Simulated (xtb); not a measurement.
C6H15Sb, charge +1, doublet, at a GFN2-xTB geometry (a state made from the parent by changing its charge; the spin is typed, not shown lowest); GFN2-xTB (xtb).

xtb was given this input:
```
$ xtb mol.xyz --gfn 2 --chrg 1 --uhf 1 --acc 30 --json

# file mol.xyz
22

Sb     0.08394656    -0.14793732     0.64814379
C      1.59514398     1.22062068    -0.26205425
C      1.09436090     1.81229503    -1.55627652
H      2.47857380     0.60013490    -0.40269509
H      1.81305105     1.99087086     0.47439410
H      0.22690550     2.45071787    -1.40370388
H      0.85216715     1.04849737    -2.29211831
H      1.88644369     2.43503123    -1.97387433
C     -1.87830798     0.39127142    -0.26507210
C     -2.49521305     1.63267689     0.33080458
H     -2.51413874    -0.48137920    -0.12857834
H     -1.64575793     0.51859281    -1.32109601
H     -1.84265155     2.49887781     0.23489832
H     -2.74097189     1.49145575     1.38166958
H     -3.42233329     1.85503924    -0.19737196
C      0.54686613    -2.16401247    -0.17812489
C      0.68175491    -2.09857793    -1.68005361
H     -0.27137656    -2.81115398     0.13166794
H      1.46765724    -2.49353515     0.29910024
H      1.50649204    -1.45949594    -1.98822787
H     -0.23555524    -1.76068281    -2.15778284
H      0.89259130    -3.10380955    -2.04695423
```

Task: Predict the main parts of the log of this xtb run.

Result: 
```
   ID    Z sym.   atoms
    1   51 Sb     1
    2    6 C      2, 3, 9, 10, 16, 17
    3    1 H      4-8, 11-15, 18-22

           -------------------------------------------------
          |                Calculation Setup                |
           -------------------------------------------------

           -------------------------------------------------
          |                 G F N 2 - x T B                 |
           -------------------------------------------------

          ...................................................
          :                      SETUP                      :
          :.................................................:
          :  # basis functions                  49          :
          :  # atomic orbitals                  48          :
          :  # shells                           30          :
          :  # electrons                        43          :
          :  max. iterations                   250          :
          :  Hamiltonian                  GFN2-xTB          :
          :  restarted?                      false          :
          :  GBSA solvation                  false          :
          :  PC potential                    false          :
          :  electronic temp.          300.0000000     K    :
          :  accuracy                   30.0000000          :
          :  -> integral cutoff          0.2000000E+02      :
          :  -> integral neglect         0.3000000E-06      :
          :  -> SCF convergence          0.3000000E-04 Eh   :
          :  -> wf. convergence          0.3000000E-02 e    :
          :  Broyden damping             0.4000000          :
          :  net charge                          1          :
          :  unpaired electrons                  1          :
          ...................................................

 iter      E             dE          RMSdq      gap      omega  full diag
   1    -22.5061802 -0.225062E+02  0.361E+00    4.51       0.0  T
   2    -22.5355620 -0.293818E-01  0.200E+00    4.50       1.0  T
   3    -22.5175479  0.180141E-01  0.227E+00    4.52       1.0  T
   4    -22.5441846 -0.266367E-01  0.775E-01    4.50       1.0  T
   5    -22.5449574 -0.772829E-03  0.351E-01    4.50       1.0  T
   6    -22.5454418 -0.484387E-03  0.937E-02    4.50       1.0  T
   7    -22.5454544 -0.125353E-04  0.322E-02    4.49       1.0  T
   8    -22.5454563 -0.199044E-05  0.218E-02    4.49       1.0  T
   9    -22.5454575 -0.112333E-05  0.540E-03    4.49       3.9  T

   *** convergence criteria satisfied after 9 iterations ***

         :::::::::::::::::::::::::::::::::::::::::::::::::::::
         ::                     SUMMARY                     ::
         :::::::::::::::::::::::::::::::::::::::::::::::::::::
         :: total energy             -22.234943286343 Eh    ::
         :: gradient norm              0.000039266977 Eh/a0 ::
         :: HOMO-LUMO gap              4.492849974003 eV    ::
         ::.................................................::
         :: SCC energy               -22.545323520172 Eh    ::
         :: -> isotropic ES            0.095215049385 Eh    ::
         :: -> anisotropic ES         -0.006897927891 Eh    ::
         :: -> anisotropic XC          0.015219034884 Eh    ::
         :: -> dispersion             -0.014044543806 Eh    ::
         :: repulsion energy           0.310380233829 Eh    ::
         :: add. restraining           0.000000000000 Eh    ::
         :: total charge               1.000000000774 e     ::
         :::::::::::::::::::::::::::::::::::::::::::::::::::::

           -------------------------------------------------
          |                Property Printout                |
           -------------------------------------------------

    * Orbital Energies and Occupations

         #    Occupation            Energy/Eh            Energy/eV
      -------------------------------------------------------------
[...]
     4   1 H        0.926     0.087     1.904     2.158
     5   1 H        0.925     0.089     1.886     2.147
     6   1 H        0.925     0.070     2.086     2.259
     7   1 H        0.925     0.061     2.190     2.314
     8   1 H        0.924     0.097     1.815     2.107
     9   6 C        3.701    -0.093    22.443     6.775
    10   6 C        3.779    -0.119    22.807     6.804
    11   1 H        0.926     0.088     1.899     2.155
    12   1 H        0.926     0.087     1.907     2.159
    13   1 H        0.925     0.067     2.114     2.274
    14   1 H        0.925     0.073     2.050     2.239
    15   1 H        0.925     0.092     1.863     2.134
    16   6 C        3.702    -0.098    22.532     6.788
    17   6 C        3.796    -0.117    22.752     6.792
    18   1 H        0.925     0.089     1.890     2.150
    19   1 H        0.925     0.091     1.873     2.140
    20   1 H        0.925     0.065     2.136     2.286
    21   1 H        0.925     0.061     2.185     2.312
    22   1 H        0.924     0.099     1.797     2.096

 Mol. C6AA /au·bohr⁶  :       4629.575292
 Mol. C8AA /au·bohr⁸  :     175450.138232
 Mol. α(0) /au        :        109.551885

Wiberg/Mayer (AO) data.
largest (>0.10) Wiberg bond orders for each atom

 ---------------------------------------------------------------------------
     #   Z sym  total        # sym  WBO       # sym  WBO       # sym  WBO
 ---------------------------------------------------------------------------
     1  51 Sb   2.943 --     9 C    0.858    16 C    0.856     2 C    0.851
     2   6 C    3.966 --     3 C    1.039     5 H    0.960     4 H    0.954
                             1 Sb   0.851
     3   6 C    3.988 --     2 C    1.039     7 H    0.978     6 H    0.974
                             8 H    0.945
     4   1 H    0.992 --     2 C    0.954
     5   1 H    0.992 --     2 C    0.960
     6   1 H    0.995 --     3 C    0.974
     7   1 H    0.996 --     3 C    0.978
     8   1 H    0.989 --     3 C    0.945
     9   6 C    3.967 --    10 C    1.043    11 H    0.958    12 H    0.949
                             1 Sb   0.858
    10   6 C    3.986 --     9 C    1.043    13 H    0.973    14 H    0.973
                            15 H    0.954
    11   1 H    0.992 --     9 C    0.958
    12   1 H    0.992 --     9 C    0.949
    13   1 H    0.995 --    10 C    0.973
    14   1 H    0.994 --    10 C    0.973
    15   1 H    0.985 --    10 C    0.954
    16   6 C    3.962 --    17 C    1.037    19 H    0.958    18 H    0.957
                             1 Sb   0.856
    17   6 C    3.987 --    16 C    1.037    21 H    0.979    20 H    0.977
                            22 H    0.943
    18   1 H    0.992 --    16 C    0.957
    19   1 H    0.991 --    16 C    0.958
    20   1 H    0.996 --    17 C    0.977
    21   1 H    0.996 --    17 C    0.979
    22   1 H    0.988 --    17 C    0.943
 ---------------------------------------------------------------------------

Topologies differ in total number of bonds
Writing topology from bond orders to xtbtopo.mol

molecular dipole:
                 x           y           z       tot (Debye)
 q only:       -0.001       0.001      -0.359
   full:        0.065      -0.083      -0.285       0.772
molecular quadrupole (traceless):
                xx          xy          yy          xz          yz          zz
 q only:        1.351      -2.211       3.181      -2.071       0.428      -4.532
  q+dip:        2.268      -1.401       3.296      -1.788       0.343      -5.564
   full:        1.423      -1.470       2.752      -1.790       0.389      -4.176

           -------------------------------------------------
          | TOTAL ENERGY              -22.234943286343 Eh   |
          | GRADIENT NORM               0.000039266977 Eh/α |
          | HOMO-LUMO GAP               4.492849974003 eV   |
           -------------------------------------------------

normal termination of xtb
```
